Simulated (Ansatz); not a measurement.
Ansatz (a program for electronic structure) input (B97M-V/def2-TZVPD):

Ansatz 0.2 input:
```yaml
crystal:
  periodic: [false, false, false]
  atoms:
    - {symbol: C, position_ang: [-0.95638991, 0.82574288, -0.19958455]}
    - {symbol: C, position_ang: [0.32370432, 1.18231593, -0.15172382]}
    - {symbol: C, position_ang: [1.24855542, 0.04030646, 0.09280502]}
    - {symbol: C, position_ang: [0.26354695, -1.10463437, 0.18656537]}
    - {symbol: C, position_ang: [-0.98519863, -0.63736737, 0.01760717]}
    - {symbol: H, position_ang: [-1.82250677, 1.44905745, -0.36165688]}
    - {symbol: H, position_ang: [1.82908212, 0.16349392, 1.01248088]}
    - {symbol: H, position_ang: [1.96640552, -0.09668603, -0.72200438]}
    - {symbol: H, position_ang: [0.55483327, -2.12930551, 0.36333211]}
    - {symbol: H, position_ang: [-1.89312310, -1.22474110, 0.03383308]}
basis:
  gaussian:
    orbitals: def2-TZVPD
hamiltonian:
  xc: {name: B97M-V}
magnetization: {spin_polarized: true, initial_magnetization: 1}
output: {forces: true}
```

End of the output:

```
integrals: 0.13 GiB planned
1125 factors; their error is unknown
mean field: 1.66 GiB planned
mean field evaluation 1: about -5255.0139 eV, gradient 4.5e1 eV
mean field evaluation 2: about -5240.5447 eV, gradient 6.9e1 eV
mean field evaluation 4: about -5264.7359 eV, gradient 7.9e0 eV
mean field evaluation 8: about -5265.0738 eV, gradient 2.9e-1 eV
mean field evaluation 16: about -5265.0232 eV, gradient 7.3e-3 eV
mean field -5265.02314153 eV, -193.4860316904 hartree, gradient 2.3e-5 eV, S^2 0.772212; 0 other end points of the search recorded, 0 dependent functions left out
the calculation of the forces begins
reference -5265.02320688 eV, -193.4860340921 hartree; 18, 17 occupied and 212, 213 virtual orbitals, 1125 factors
Total energy: -5265.02320688 eV, -193.4860340921 hartree
Atom 0 at    -0.956390     0.825743    -0.199585 Å, force     0.006925    -0.198744     0.030361 eV/Å
Atom 1 at     0.323704     1.182316    -0.151724 Å, force     0.063283    -0.264960     0.044755 eV/Å
Atom 2 at     1.248555     0.040306     0.092805 Å, force    -0.290640    -0.017045    -0.020454 eV/Å
Atom 3 at     0.263547    -1.104634     0.186565 Å, force     0.073254     0.172641    -0.020097 eV/Å
Atom 4 at    -0.985199    -0.637367     0.017607 Å, force     0.076127     0.204967    -0.024719 eV/Å
Atom 5 at    -1.822507     1.449057    -0.361657 Å, force     0.113369    -0.088966     0.022321 eV/Å
Atom 6 at     1.829082     0.163494     1.012481 Å, force    -0.049751    -0.016689    -0.121533 eV/Å
Atom 7 at     1.966406    -0.096686    -0.722004 Å, force    -0.068236     0.018334     0.111945 eV/Å
Atom 8 at     0.554833    -2.129306     0.363332 Å, force    -0.023023     0.121156    -0.019997 eV/Å
Atom 9 at    -1.893123    -1.224741     0.033833 Å, force     0.098692     0.069306    -0.002582 eV/Å
Dipole moment:     0.046625    -0.166049     0.028599 e Å
```

It need not be the lowest isomer of its formula.
